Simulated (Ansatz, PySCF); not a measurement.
Gas-phase reaction in SMILES: N[SiH2]N[SiH3] → [NH][SiH3] + N[SiH2] (the N-Si bond at the site shown breaks; other sites are not compared here)
Each molecule is optimised on its own at B3LYP-D3(BJ)/def2-TZVP (Ansatz, a first-principles code), one conformer each, not searched for the lowest. Frequencies are from Ansatz or PySCF.
Geometry of the first species:
```
N
H 1 1.0124
Si 1 1.7254 2 114.62
N 3 1.7156 1 110.03 2 -51.02
H 4 1.0070 3 120.75 1 145.34
H 4 1.0075 5 111.95 3 -155.47
Si 1 1.7293 2 115.45 3 175.96
H 7 1.4791 1 108.40 2 160.13
H 7 1.4836 8 110.01 1 119.63
H 3 1.4836 4 103.92 5 22.74
H 3 1.4838 10 108.95 4 124.54
H 7 1.4856 8 108.21 9 116.86
```

Wanted: bond dissociation energy (0 K, with B3LYP-D3(BJ) harmonic zero-point energies), in kcal/mol. Correlated levels leave the core frozen unless marked. Open shells are spin-unrestricted. No spin-orbit coupling. Non-relativistic. CBS(X,Y): correlation extrapolated as X^-3; Hartree-Fock from the larger set. The bracket is a focal-point correction in the basis named.

| level | program | bond dissociation energy (kcal/mol) |
|---|---|---|
| PBE-D3(BJ)/def2-TZVPD | Ansatz + dftd3 | … |
| HSE06-D3(BJ)/def2-TZVPD | Ansatz + dftd3 | 106.6 |
| HSE06-D4/def2-TZVPD | Ansatz + dftd4 | 106.8 |
| HSE06/def2-TZVPD | Ansatz | 104.8 |
| LC-wPBE/def2-TZVPD | Ansatz | … |
| wB97M-V/def2-TZVPD | Ansatz | … |
| B2GP-PLYP-D4/def2-TZVPD | Ansatz + dftd4 | 110.8 |
| CCSD/6-31G | Ansatz | … |
| CCSD/aug-cc-pV(T+d)Z | Ansatz | 109.1 |
| RI-MP2/CBS(aug-cc-pV(T+d)Z,aug-cc-pV(Q+d)Z)+[CCSD(T)-MP2]/aug-cc-pV(T+d)Z | Ansatz | 113.8 |

Task: Complete the blanks.

Result: 
- PBE-D3(BJ)/def2-TZVPD, bond dissociation energy (kcal/mol): 104.2
- LC-wPBE/def2-TZVPD, bond dissociation energy (kcal/mol): 107.7
- wB97M-V/def2-TZVPD, bond dissociation energy (kcal/mol): 112.3
- CCSD/6-31G, bond dissociation energy (kcal/mol): 94.1
